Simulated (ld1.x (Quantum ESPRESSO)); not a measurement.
## u(r) = r·R(r): atom against pseudo-atom (aluminium (Al))

Columns: radius, all-electron u(r) and pseudo u(r) of the 3s shell (level -7.71 eV) of aluminium in the configuration [Ne] 3s2 3p1; PBEsol, scalar-relativistic, TM scheme, ld1.x (Quantum ESPRESSO) 7.5.

| r (bohr) | all-electron | pseudo |
| --- | --- | --- |
| 0.120 | 0.0850 | 0.0283 |
| 0.240 | -0.1531 | 0.0575 |
| 0.360 | -0.2816 | 0.0884 |
| 0.480 | -0.2832 | 0.1219 |
| 0.600 | -0.2047 | 0.1588 |
| 0.720 | -0.0871 | 0.2000 |
| 0.840 | 0.0427 | 0.2460 |
| 0.960 | 0.1690 | 0.2970 |
| 1.080 | 0.2836 | 0.3523 |
| 1.200 | 0.3827 | 0.4106 |
| 1.320 | 0.4653 | 0.4694 |
| 1.440 | 0.5321 | 0.5256 |
| 1.560 | 0.5844 | 0.5757 |
| 1.680 | 0.6233 | 0.6166 |
| 1.800 | 0.6501 | 0.6464 |
| 1.920 | 0.6663 | 0.6649 |
| 2.040 | 0.6732 | 0.6729 |
| 2.160 | 0.6724 | 0.6724 |
| 2.280 | 0.6651 | 0.6651 |
| 2.400 | 0.6526 | 0.6526 |
| 2.520 | 0.6358 | 0.6358 |
| 2.640 | 0.6158 | 0.6158 |
| 2.760 | 0.5932 | 0.5932 |
| 2.880 | 0.5689 | 0.5689 |
| 3.000 | 0.5434 | 0.5434 |
| 3.120 | 0.5171 | 0.5171 |

**Question.** How many radial nodes do the two functions have?

**Answer.** The all-electron 3s function has n − l − 1 = 2; the pseudo-wave has 0, since the states of the same l below it are removed with the core.

**Question.** At about which radius was the pseudo-wave matched?

**Answer.** 2.30 bohr. The columns agree to 0.0005 from 2.04 bohr on; several derivatives are matched, so the curves merge somewhat inside the radius.

**Question.** Where does each function peak?

**Answer.** Outermost all-electron maximum near 2.04 bohr, pseudo maximum near 2.04 bohr (to the table’s step).

**Question.** Is the pseudo-wave norm-conserving?

**Answer.** Yes: the TM scheme keeps the norm inside the radius equal to the all-electron one, which fixes the energy derivative of the logarithmic derivative at the level.
